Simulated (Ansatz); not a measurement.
`C=CO[Si](Cl)(Cl)Cl`, relaxed with RKS PBE0-D4/def2-TZVP in the Gaussian-basis code of Ansatz from a GFN2-xTB geometry. The force threshold is 0.005 eV/Å; the program also tests the step.

The species carries charge 0 and has multiplicity 1.

Start:

```xyz
10

C     1.011    1.379    0.303
C     1.290    0.134   -0.025
O     0.380   -0.854   -0.248
Si   -1.232   -0.987   -0.196
Cl   -2.113    0.282   -1.489
Cl   -1.508   -2.890   -0.736
Cl   -1.922   -0.640    1.665
H    -0.001    1.723    0.425
H     1.799    2.091    0.456
H     2.297   -0.237   -0.154
```

```tsv
step	energy (eV)	largest force (eV/Å)	largest move (Å)
1	-49603.3919	0.538	0.000
2	-49603.4211	0.158	0.089
3	-49603.4244	0.107	0.022
4 (rejected)	-49603.3979	1.153	0.061
5	-49603.4278	0.067	0.030
6	-49603.4291	0.090	0.029
7	-49603.4293	0.024	0.016
8 (rejected)	-49603.4293	0.036	0.009
9	-49603.4294	0.002	0.005
```

End:

```xyz
10

C     0.969    1.366    0.318
C     1.295    0.134   -0.035
O     0.436   -0.896   -0.275
Si   -1.180   -0.997   -0.208
Cl   -2.048    0.285   -1.515
Cl   -1.638   -2.897   -0.706
Cl   -1.860   -0.592    1.657
H    -0.054    1.691    0.457
H     1.757    2.089    0.478
H     2.323   -0.183   -0.172
```

It took 44 s on 2 threads of an AMD EPYC 7R13 on a shared host and a share of an NVIDIA H100 80 GB, with 0.93 GiB of host memory at the peak.
